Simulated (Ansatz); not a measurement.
`CC[O][InH][CH3]`. The species carries charge 0 and has multiplicity 1. In: def2 effective core potential. All single points use the PBE0-D4/def2-TZVP geometry. It is one conformer, not always the lowest.

```xyz
14

C    -1.065   -1.631   -0.107
C    -0.978   -0.599    1.002
O    -1.289    0.688    0.555
In    0.025    1.856   -0.399
C     1.986    1.008   -0.539
H    -2.054   -1.607   -0.569
H    -0.884   -2.640    0.276
H    -0.321   -1.429   -0.885
H    -1.689   -0.864    1.796
H     0.024   -0.650    1.460
H    -0.734    3.309   -0.880
H     2.108    0.233    0.218
H     2.753    1.771   -0.405
H     2.117    0.556   -1.524
```

Problem. What is the dipole moment at ωB97M-V/def2-TZVPP? (Estimate.)

Solution. The calculation gave: 2.23 D, with components (2.10, 0.15, -0.74) D in this frame, pointing from negative to positive charge.

Problem. And with PBE, r2SCAN, B3LYP? (Best estimate.)

Solution. The calculation gave: PBE 2.06 D, r2SCAN 2.14 D, B3LYP 2.20 D.

Problem. Give the Mulliken charges with ωB97M-V, r2SCAN, B3LYP in def2-TZVPP. (An estimate is asked.)

Solution. The calculation gave: 
```
atom  ωB97M-V  r2SCAN  B3LYP
  C1    -0.29   -0.13  -0.24
  C2    -0.02    0.17   0.07
  O3    -0.53   -0.54  -0.53
 In4     0.68    0.69   0.73
  C5    -0.60   -0.48  -0.57
  H6     0.11    0.05   0.09
  H7     0.09    0.03   0.07
  H8     0.08    0.02   0.06
  H9     0.09    0.02   0.06
 H10     0.07    0.00   0.03
 H11    -0.08   -0.11  -0.12
 H12     0.13    0.09   0.12
 H13     0.14    0.10   0.12
 H14     0.13    0.09   0.11
```

B3LYP here is the variant with VWN-RPA as its local correlation; programs differ in this.

Computed with Ansatz.
